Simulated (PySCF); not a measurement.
H₄O₃SeSi, SMILES O[Si](O)(O)[SeH].

The structure is a stationary point at PBE0-D3(BJ)/def2-SVP. Other conformers were not sampled.

The numbers are results of TDDFT-B3LYP/def2-SVPD run with PySCF, not measurements.

Vertical excitations. 

Computed UV-visible absorptions:
```tsv
state	energy (eV)	λ (nm)	f	main pairs
S1	5.33	232	0.033	HOMO→LUMO 87 %
S2	5.65	219	0.014	HOMO→LUMO+1 85 %
S3	6.58	189	0.003	HOMO→LUMO+3 93 %
S4	6.63	187	0.015	HOMO→LUMO+2 90 %
S5	6.78	183	0.007	HOMO→LUMO+4 87 %
S6	7.03	176	0.111	HOMO−1→LUMO 92 %
S7	7.34	169	0.008	HOMO→LUMO+5 93 %
S8	7.46	166	0.001	HOMO→LUMO+6 56 %, HOMO−1→LUMO+1 30 %
S9	7.58	164	0.004	HOMO−2→LUMO 93 %
S10	7.73	160	0.187	HOMO−1→LUMO+1 48 %, HOMO→LUMO+6 33 %
T1	4.99	248	0	HOMO→LUMO 57 %, HOMO→LUMO+1 41 %
T2	5.34	232	0	HOMO→LUMO+1 55 %, HOMO→LUMO 37 %
T3	6.35	195	0	HOMO→LUMO+3 59 %, HOMO→LUMO+2 23 %
T4	6.50	191	0	HOMO→LUMO+4 52 %, HOMO→LUMO+3 22 %, HOMO→LUMO+2 10 %
```
Triplets are in the Tamm–Dancoff approximation, which puts them higher than full response would, so one can lie above its singlet here.
